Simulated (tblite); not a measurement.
A geometry optimisation, step by step.

Species: C6H11BFN.
Atom-mapped SMILES: `[CH3:1][N:2]1[BH:3][CH:4]=[C:5]([CH2:6][F:7])[CH2:8][CH2:9]1` (hydrogens: H10, H11, H12 on C1; H13 on B3; H14 on C4; H15, H16 on C6; H17, H18 on C8; H19, H20 on C9)

Computed with GFN2-xTB (tblite), gas phase: L-BFGS steps from a force-field or distance-geometry start until the largest atomic force falls under 0.01 eV/Å. 7 of its 136 geometries are shown.

Step 0: E = -743.6377 eV, largest atomic force 3.782 eV/Å
```
atom  x, y, z in Å  |  force x, y, z in eV/Å
C1     -2.787   -0.673    0.196   -0.892   0.099  -0.569
N2     -1.535   -0.141   -0.346    1.332   0.900   3.423
B3     -1.054    1.047    0.516   -0.735  -0.446  -2.175
C4      0.472    1.369    0.546   -0.588  -0.888   0.009
C5      1.341    0.522   -0.035   -0.483   0.438  -0.227
C6      2.809    0.835   -0.006    0.208   0.083  -0.445
F7      3.274    0.765    1.295    0.079   0.125  -0.337
C8      0.858   -0.668   -0.838    0.047  -0.262   0.168
C9     -0.492   -1.205   -0.315   -0.100   0.383  -0.456
H10    -3.593    0.106    0.147    0.810  -0.575   0.082
H11    -2.690   -1.012    1.250   -0.057   0.102  -0.533
H12    -3.144   -1.531   -0.419    0.306   0.402   0.317
H13    -1.837    1.878    0.877    0.236  -0.655  -0.079
H14     0.823    2.244    1.080    0.158  -0.160  -0.077
H15     2.991    1.866   -0.398    0.028  -0.525   0.439
H16     3.385    0.119   -0.614    0.029   0.115   0.262
H17     0.740   -0.367   -1.902    0.091  -0.103   0.550
H18     1.599   -1.498   -0.792   -0.368   0.524  -0.060
H19    -0.357   -1.605    0.719   -0.099   0.199  -0.484
H20    -0.808   -2.041   -0.966   -0.002   0.246   0.192
```

Step 22: E = -744.5107 eV, largest atomic force 0.080 eV/Å
```
atom  x, y, z in Å  |  force x, y, z in eV/Å
C1     -2.788   -0.700    0.230   -0.022   0.009  -0.032
N2     -1.442   -0.192    0.101   -0.007   0.051  -0.031
B3     -1.074    1.095    0.453   -0.011   0.035   0.006
C4      0.448    1.406    0.495    0.046  -0.014  -0.033
C5      1.322    0.581   -0.078    0.003  -0.054   0.059
C6      2.807    0.820   -0.034    0.019   0.013  -0.010
F7      3.270    0.732    1.266    0.032  -0.026  -0.029
C8      0.833   -0.637   -0.813   -0.024  -0.045  -0.022
C9     -0.458   -1.210   -0.222   -0.026   0.023   0.008
H10    -3.500    0.119    0.144    0.039  -0.011   0.038
H11    -2.932   -1.181    1.204    0.002  -0.041  -0.027
H12    -3.006   -1.436   -0.548    0.006   0.021  -0.019
H13    -1.887    1.895    0.717   -0.055  -0.011   0.017
H14     0.836    2.278    1.003   -0.020   0.067   0.022
H15     3.061    1.831   -0.374    0.011  -0.010  -0.002
H16     3.367    0.078   -0.616   -0.005   0.030   0.034
H17     0.665   -0.354   -1.858   -0.016  -0.021  -0.017
H18     1.593   -1.423   -0.800   -0.014   0.012  -0.030
H19    -0.225   -1.791    0.682    0.021   0.004   0.045
H20    -0.896   -1.901   -0.954    0.023  -0.033   0.024
```

Step 45: E = -744.5484 eV, largest atomic force 0.052 eV/Å
```
atom  x, y, z in Å  |  force x, y, z in eV/Å
C1     -2.784   -0.706    0.157   -0.012  -0.010   0.000
N2     -1.440   -0.184    0.132   -0.002  -0.020   0.027
B3     -1.083    1.116    0.443    0.005  -0.010  -0.003
C4      0.445    1.427    0.477    0.000   0.004   0.006
C5      1.315    0.587   -0.084    0.008  -0.003   0.002
C6      2.804    0.802   -0.053    0.008   0.010  -0.006
F7      3.294    0.617    1.228    0.007  -0.007  -0.010
C8      0.805   -0.638   -0.797    0.003  -0.002  -0.004
C9     -0.428   -1.204   -0.097    0.004  -0.018   0.004
H10    -3.486    0.103    0.343    0.010  -0.012  -0.001
H11    -2.899   -1.459    0.945    0.025   0.032  -0.020
H12    -3.036   -1.179   -0.799    0.005   0.021   0.009
H13    -1.909    1.913    0.674    0.004   0.012  -0.013
H14     0.832    2.316    0.962   -0.013  -0.008   0.013
H15     3.075    1.825   -0.335   -0.006   0.029   0.017
H16     3.337    0.088   -0.689    0.015   0.006  -0.010
H17     0.554   -0.353   -1.825   -0.036  -0.035  -0.014
H18     1.570   -1.414   -0.844    0.014  -0.004   0.012
H19    -0.120   -1.639    0.866   -0.040   0.005   0.005
H20    -0.854   -2.008   -0.706    0.001   0.011  -0.014
```

Step 68: E = -744.5590 eV, largest atomic force 0.102 eV/Å
```
atom  x, y, z in Å  |  force x, y, z in eV/Å
C1     -2.796   -0.693    0.142    0.092   0.042  -0.016
N2     -1.444   -0.189    0.140    0.052   0.020   0.014
B3     -1.078    1.113    0.428    0.002   0.025   0.014
C4      0.449    1.413    0.483   -0.025   0.031  -0.005
C5      1.322    0.568   -0.064   -0.023   0.028  -0.037
C6      2.800    0.840   -0.079   -0.003  -0.008   0.016
F7      3.379    0.465    1.120    0.013  -0.030   0.012
C8      0.825   -0.683   -0.738   -0.035  -0.006  -0.010
C9     -0.437   -1.219   -0.064   -0.004  -0.034   0.032
H10    -3.478    0.113    0.404   -0.022  -0.030  -0.027
H11    -2.908   -1.502    0.872    0.001   0.018  -0.016
H12    -3.060   -1.080   -0.847   -0.055  -0.030  -0.001
H13    -1.891    1.938    0.598   -0.036  -0.013   0.032
H14     0.832    2.317    0.941   -0.025  -0.001  -0.006
H15     2.992    1.912   -0.190    0.080   0.010   0.014
H16     3.326    0.276   -0.856   -0.015  -0.001  -0.042
H17     0.602   -0.445   -1.784    0.011   0.014  -0.041
H18     1.590   -1.462   -0.733   -0.003   0.009   0.040
H19    -0.169   -1.656    0.908    0.005  -0.025   0.039
H20    -0.860   -2.017   -0.684   -0.011  -0.017  -0.010
```

Step 90: E = -744.6029 eV, largest atomic force 0.073 eV/Å
```
atom  x, y, z in Å  |  force x, y, z in eV/Å
C1     -2.788   -0.683    0.097   -0.022   0.010   0.017
N2     -1.441   -0.175    0.145    0.001  -0.003   0.004
B3     -1.102    1.135    0.426    0.017  -0.010  -0.047
C4      0.418    1.474    0.444    0.015  -0.007   0.006
C5      1.303    0.603   -0.036    0.023  -0.008  -0.033
C6      2.777    0.872   -0.134    0.032   0.019   0.041
F7      3.486   -0.015    0.657    0.013  -0.029  -0.027
C8      0.870   -0.725   -0.594    0.023   0.000  -0.040
C9     -0.445   -1.224    0.001    0.035   0.012   0.000
H10    -3.480    0.108    0.369   -0.073   0.004  -0.002
H11    -2.908   -1.518    0.793   -0.035   0.005   0.008
H12    -3.035   -1.037   -0.910   -0.001  -0.021   0.007
H13    -1.941    1.934    0.610    0.023  -0.013  -0.016
H14     0.783    2.428    0.805   -0.014   0.004   0.024
H15     3.031    1.874    0.222    0.014   0.028  -0.008
H16     3.148    0.724   -1.157   -0.031   0.022   0.046
H17     0.771   -0.619   -1.681    0.001   0.002   0.004
H18     1.646   -1.470   -0.404   -0.017  -0.007  -0.035
H19    -0.251   -1.664    0.990   -0.015  -0.014  -0.007
H20    -0.846   -2.012   -0.647    0.011   0.004   0.058
```

Step 112: E = -744.6217 eV, largest atomic force 0.041 eV/Å
```
atom  x, y, z in Å  |  force x, y, z in eV/Å
C1     -2.793   -0.697    0.089    0.004   0.004   0.004
N2     -1.449   -0.175    0.132    0.002   0.001   0.008
B3     -1.105    1.145    0.360    0.010   0.008  -0.014
C4      0.418    1.470    0.442    0.018  -0.018   0.003
C5      1.311    0.596   -0.022    0.010   0.002  -0.016
C6      2.787    0.867   -0.104    0.011  -0.001  -0.016
F7      3.527   -0.203    0.358   -0.014   0.017   0.027
C8      0.855   -0.717   -0.602   -0.005   0.001   0.004
C9     -0.430   -1.210    0.058   -0.010  -0.009  -0.007
H10    -3.506    0.110    0.234    0.011   0.005  -0.002
H11    -2.941   -1.445    0.876   -0.005   0.019   0.016
H12    -2.997   -1.179   -0.873    0.023   0.018  -0.005
H13    -1.936    1.964    0.459   -0.018   0.007   0.013
H14     0.776    2.414    0.835   -0.010  -0.011  -0.015
H15     3.076    1.736    0.495   -0.010  -0.008   0.021
H16     3.103    1.017   -1.145   -0.031   0.003   0.000
H17     0.695   -0.585   -1.678   -0.006   0.002  -0.002
H18     1.630   -1.475   -0.472    0.009   0.004  -0.014
H19    -0.205   -1.567    1.074    0.002  -0.005  -0.017
H20    -0.822   -2.055   -0.518    0.009  -0.038   0.011
```

Step 135: E = -744.6239 eV, largest atomic force 0.009 eV/Å
```
atom  x, y, z in Å  |  force x, y, z in eV/Å
C1     -2.790   -0.695    0.096    0.002  -0.003   0.000
N2     -1.444   -0.180    0.133   -0.001   0.000  -0.001
B3     -1.104    1.141    0.360   -0.001  -0.002  -0.001
C4      0.418    1.466    0.436    0.002   0.000   0.002
C5      1.309    0.594   -0.034    0.000  -0.002  -0.001
C6      2.785    0.864   -0.093   -0.002  -0.002  -0.003
F7      3.514   -0.199    0.401    0.001  -0.006   0.007
C8      0.849   -0.712   -0.627    0.000  -0.001  -0.001
C9     -0.423   -1.214    0.051    0.002   0.002   0.001
H10    -3.497    0.123    0.202   -0.002   0.001   0.000
H11    -2.955   -1.410    0.909    0.002  -0.001   0.002
H12    -2.984   -1.209   -0.852    0.000   0.000   0.000
H13    -1.939    1.955    0.475    0.000   0.002  -0.004
H14     0.778    2.407    0.835   -0.002   0.005   0.005
H15     3.061    1.740    0.503    0.000   0.002   0.002
H16     3.121    1.000   -1.130   -0.005  -0.001  -0.008
H17     0.665   -0.563   -1.697    0.000   0.005   0.000
H18     1.629   -1.468   -0.525    0.001  -0.001   0.000
H19    -0.181   -1.563    1.065    0.000  -0.002   0.001
H20    -0.817   -2.067   -0.512    0.001   0.005  -0.001
```

Q: Summarise the path.

A: The energy falls by 95.15 kJ/mol from step 0 to step 135; nine tenths of that is first reached at step 32. It rises by more than 0.2 meV at step 80. The largest force goes from 3.782 to 0.009 eV/Å. Among the bonds N2–B3 changes most, from 1.545 to 1.383 Å; the atoms move by 0.533 Å rms after alignment.

Q: Follow the three bonds and two angles with the largest change from start to end.

A: 
```json
{"step": "0", "E above end (kJ/mol)": "95.15", "largest force (eV/Å)": "3.782", "N2–B3 (Å)": "1.545", "C1–H10 (Å)": "1.122", "N2–C9 (Å)": "1.490", "C1–N2–B3 (°)": "109.8", "B3–N2–C9 (°)": "108.6"}
{"step": "6", "E above end (kJ/mol)": "25.38", "largest force (eV/Å)": "0.694", "N2–B3 (Å)": "1.399", "C1–H10 (Å)": "1.096", "N2–C9 (Å)": "1.451", "C1–N2–B3 (°)": "121.3", "B3–N2–C9 (°)": "119.1"}
{"step": "12", "E above end (kJ/mol)": "13.78", "largest force (eV/Å)": "0.198", "N2–B3 (Å)": "1.383", "C1–H10 (Å)": "1.084", "N2–C9 (Å)": "1.451", "C1–N2–B3 (°)": "122.4", "B3–N2–C9 (°)": "122.1"}
{"step": "18", "E above end (kJ/mol)": "11.43", "largest force (eV/Å)": "0.116", "N2–B3 (Å)": "1.385", "C1–H10 (Å)": "1.087", "N2–C9 (Å)": "1.453", "C1–N2–B3 (°)": "123.3", "B3–N2–C9 (°)": "121.9"}
{"step": "23", "E above end (kJ/mol)": "10.80", "largest force (eV/Å)": "0.078", "N2–B3 (Å)": "1.384", "C1–H10 (Å)": "1.089", "N2–C9 (Å)": "1.453", "C1–N2–B3 (°)": "123.6", "B3–N2–C9 (°)": "121.9"}
{"step": "29", "E above end (kJ/mol)": "9.85", "largest force (eV/Å)": "0.093", "N2–B3 (Å)": "1.386", "C1–H10 (Å)": "1.086", "N2–C9 (Å)": "1.453", "C1–N2–B3 (°)": "124.0", "B3–N2–C9 (°)": "122.1"}
{"step": "35", "E above end (kJ/mol)": "8.85", "largest force (eV/Å)": "0.141", "N2–B3 (Å)": "1.383", "C1–H10 (Å)": "1.087", "N2–C9 (Å)": "1.452", "C1–N2–B3 (°)": "124.5", "B3–N2–C9 (°)": "121.4"}
{"step": "41", "E above end (kJ/mol)": "7.52", "largest force (eV/Å)": "0.071", "N2–B3 (Å)": "1.384", "C1–H10 (Å)": "1.087", "N2–C9 (Å)": "1.455", "C1–N2–B3 (°)": "125.0", "B3–N2–C9 (°)": "121.1"}
{"step": "47", "E above end (kJ/mol)": "7.20", "largest force (eV/Å)": "0.039", "N2–B3 (Å)": "1.383", "C1–H10 (Å)": "1.087", "N2–C9 (Å)": "1.454", "C1–N2–B3 (°)": "125.4", "B3–N2–C9 (°)": "120.9"}
{"step": "53", "E above end (kJ/mol)": "7.08", "largest force (eV/Å)": "0.037", "N2–B3 (Å)": "1.383", "C1–H10 (Å)": "1.087", "N2–C9 (Å)": "1.455", "C1–N2–B3 (°)": "125.3", "B3–N2–C9 (°)": "121.0"}
{"step": "59", "E above end (kJ/mol)": "6.90", "largest force (eV/Å)": "0.055", "N2–B3 (Å)": "1.383", "C1–H10 (Å)": "1.087", "N2–C9 (Å)": "1.455", "C1–N2–B3 (°)": "125.3", "B3–N2–C9 (°)": "121.0"}
{"step": "65", "E above end (kJ/mol)": "6.56", "largest force (eV/Å)": "0.067", "N2–B3 (Å)": "1.383", "C1–H10 (Å)": "1.087", "N2–C9 (Å)": "1.454", "C1–N2–B3 (°)": "125.3", "B3–N2–C9 (°)": "121.2"}
{"step": "70", "E above end (kJ/mol)": "6.00", "largest force (eV/Å)": "0.152", "N2–B3 (Å)": "1.382", "C1–H10 (Å)": "1.088", "N2–C9 (Å)": "1.456", "C1–N2–B3 (°)": "124.8", "B3–N2–C9 (°)": "121.1"}
{"step": "76", "E above end (kJ/mol)": "4.43", "largest force (eV/Å)": "0.186", "N2–B3 (Å)": "1.384", "C1–H10 (Å)": "1.085", "N2–C9 (Å)": "1.457", "C1–N2–B3 (°)": "124.5", "B3–N2–C9 (°)": "121.2"}
{"step": "82", "E above end (kJ/mol)": "3.09", "largest force (eV/Å)": "0.085", "N2–B3 (Å)": "1.382", "C1–H10 (Å)": "1.088", "N2–C9 (Å)": "1.454", "C1–N2–B3 (°)": "124.3", "B3–N2–C9 (°)": "121.6"}
{"step": "88", "E above end (kJ/mol)": "2.28", "largest force (eV/Å)": "0.083", "N2–B3 (Å)": "1.382", "C1–H10 (Å)": "1.087", "N2–C9 (Å)": "1.454", "C1–N2–B3 (°)": "124.5", "B3–N2–C9 (°)": "122.3"}
{"step": "94", "E above end (kJ/mol)": "1.75", "largest force (eV/Å)": "0.066", "N2–B3 (Å)": "1.382", "C1–H10 (Å)": "1.087", "N2–C9 (Å)": "1.454", "C1–N2–B3 (°)": "125.0", "B3–N2–C9 (°)": "122.2"}
{"step": "100", "E above end (kJ/mol)": "1.21", "largest force (eV/Å)": "0.066", "N2–B3 (Å)": "1.383", "C1–H10 (Å)": "1.087", "N2–C9 (Å)": "1.455", "C1–N2–B3 (°)": "125.9", "B3–N2–C9 (°)": "121.8"}
{"step": "106", "E above end (kJ/mol)": "0.61", "largest force (eV/Å)": "0.057", "N2–B3 (Å)": "1.383", "C1–H10 (Å)": "1.087", "N2–C9 (Å)": "1.455", "C1–N2–B3 (°)": "125.9", "B3–N2–C9 (°)": "121.0"}
{"step": "112", "E above end (kJ/mol)": "0.21", "largest force (eV/Å)": "0.041", "N2–B3 (Å)": "1.383", "C1–H10 (Å)": "1.087", "N2–C9 (Å)": "1.454", "C1–N2–B3 (°)": "125.6", "B3–N2–C9 (°)": "120.9"}
{"step": "117", "E above end (kJ/mol)": "0.09", "largest force (eV/Å)": "0.040", "N2–B3 (Å)": "1.383", "C1–H10 (Å)": "1.087", "N2–C9 (Å)": "1.455", "C1–N2–B3 (°)": "125.2", "B3–N2–C9 (°)": "121.0"}
{"step": "123", "E above end (kJ/mol)": "0.05", "largest force (eV/Å)": "0.018", "N2–B3 (Å)": "1.383", "C1–H10 (Å)": "1.087", "N2–C9 (Å)": "1.455", "C1–N2–B3 (°)": "125.0", "B3–N2–C9 (°)": "121.2"}
{"step": "129", "E above end (kJ/mol)": "0.02", "largest force (eV/Å)": "0.018", "N2–B3 (Å)": "1.383", "C1–H10 (Å)": "1.087", "N2–C9 (Å)": "1.455", "C1–N2–B3 (°)": "125.0", "B3–N2–C9 (°)": "121.1"}
{"step": "135", "E above end (kJ/mol)": "0.00", "largest force (eV/Å)": "0.009", "N2–B3 (Å)": "1.383", "C1–H10 (Å)": "1.087", "N2–C9 (Å)": "1.455", "C1–N2–B3 (°)": "125.1", "B3–N2–C9 (°)": "121.0"}
```

The cost below is that of the whole relaxation. Hardware: Arm Neoverse N1, one thread, shared host with 64 logical CPUs at a one-minute load of 63. Cost: 1.7 s of wall time.
